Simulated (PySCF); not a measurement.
Nb⁺ (niobium, charge +1) across methods

[Kr] 4d4, high-spin 5D determinant. All numbers are calculated (PySCF 2.14, scalar relativity by spin-free X2C-1e, in x2c-QZVPPall).

| method | E (hartree) | mean ε 4p α (eV) | mean ε 4p β (eV) | mean ε 4d α (eV) | Σ⟨r²⟩ (bohr²) | ⟨S²⟩ |
| --- | --- | --- | --- | --- | --- | --- |
| PBE0 | -3818.82 | -44.596 | -41.488 | -11.423 | 38.91 | 6.001 |
| M06 | -3819.14 | -44.451 | -41.795 | -11.051 | 39.01 | 6.001 |
| PBE | -3818.75 | -42.051 | -39.817 | -10.515 | 40.06 | 6.001 |
| TPSSh | -3818.99 | -43.080 | -40.355 | -10.608 | 39.03 | 6.001 |
| LDA | -3814.53 | -42.238 | -40.210 | -10.650 | 40.22 | 6.000 |
| TPSS | -3818.98 | -42.386 | -40.038 | -10.474 | 40.01 | 6.001 |
| UHF | -3817.05817 | -52.579 | -46.665 | -14.564 | 38.56 | 6.005 |
